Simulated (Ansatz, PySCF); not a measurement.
Species: H₅S, charge 0, multiplicity 2. 
Structure (B3LYP-D3(BJ)/def2-TZVP (Ansatz, a program for electronic structure) minimum search):
```
S
H 1 1.3459
H 1 1.4814 2 89.03
H 1 1.4814 2 89.03 3 -90.00
H 1 1.4814 2 89.03 3 -180.00
H 1 1.4814 2 89.03 3 90.00
```
Charge 0, spin multiplicity 2.

Total electronic energies in hartree. Cores are frozen in the correlated levels unless marked. Open shells are spin-unrestricted. Spin-orbit coupling is left out. Non-relativistic. CBS(X,Y): correlation extrapolated as X^-3; Hartree-Fock from the larger set.

```tsv
level	program	energy (Eh)
HF/cc-pwCVTZ	Ansatz	-400.20822
revPBE/def2-TZVPD	Ansatz	-400.92996
BP86-D4/def2-TZVPD	PySCF + dftd4	-401.05330
BHLYP/def2-TZVPD	Ansatz	-400.96923
PW6B95-D3(BJ)/def2-TZVPD	PySCF + dftd3	-401.31162
RPA@PBE/cc-pV(T+d)Z	Ansatz	-400.67260
MP2/STO-3G	Ansatz	-395.65628
MP2/aug-cc-pV(D+d)Z	Ansatz	-400.39739
MP2/aug-cc-pV(T+d)Z	Ansatz	-400.46603
RI-MP2/cc-pV(Q+d)Z	Ansatz	-400.48298
SCS-MP2/6-31G	Ansatz	-400.09512
CCSD/STO-3G	Ansatz	-395.69127
CCSD/def2-TZVPPD	Ansatz	-400.49012
CCSD(T)/cc-pV(D+d)Z	Ansatz	-400.42298
CCSD(T)/CBS(cc-pV(T+d)Z,cc-pV(Q+d)Z)	Ansatz	-400.5406
```

Totals of different functionals don't rank their quality; only differences between species are comparable.
